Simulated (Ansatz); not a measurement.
The first iterations of a band of CH$_{5}$FOSn (9 atoms, charge 0, multiplicity 1).

Method: Ansatz, RKS B3LYP-D4/def2-SVP.

| Item | Value |
| --- | --- |
| movable images | 5 |
| climbing image | yes |
| spring | 5.0 eV/Å² |
| optimiser | quadratic models (default) |
| start path | through a guess of the saddle point |
| force threshold | 0.05 eV/Å |
| iteration limit | 60 |
| end points | relaxed |

First end point:

```xyz
9
Properties=species:S:1:pos:R:3
F -1.936 1.846 0.022
C -1.236 0.702 0.304
O -0.128 0.660 -0.503
Sn 1.320 -0.726 -0.356
H -0.976 0.736 1.386
H -1.923 -0.154 0.124
H 1.926 -0.658 1.251
H 0.607 -2.250 -0.707
H 2.434 -0.203 -1.538
```

Last end point:

```xyz
9
Properties=species:S:1:pos:R:3
F -1.020 0.309 1.439
C -1.288 0.678 0.114
O -0.136 0.755 -0.603
Sn 1.318 -0.614 -0.243
H -1.997 -0.087 -0.270
H -1.780 1.669 0.144
H 2.155 -0.163 1.181
H 0.560 -2.151 -0.127
H 2.277 -0.444 -1.651
```

| iteration | highest image above the first end (eV) | largest band force component (eV/Å) |
| --- | --- | --- |
| 1 | 24.307 | 70.904 |
| 2 | 12.046 | 29.237 |
| 3 | 4.736 | 15.801 |
| 4 | 1.579 | 7.996 |
| 5 | 0.192 | 2.938 |
| 6 | 0.030 | 1.932 |
| 7 | 0.027 | 1.333 |
| 8 | 0.011 | 0.523 |

**Question.** Does the band converge within its limit, and where does its top end?

**Answer.** The forces met the threshold. It ended after 24 iterations with the highest image 0.000 eV above the first end. The highest image is an end point: on this band no image between the ends rises above it. Between wells the path still climbs a hump at image 4, 0.05 eV above the well before it.

Time of the run: 5 min on 2 threads of Arm Neoverse V1, on a shared host, peak memory 0.21 GiB.
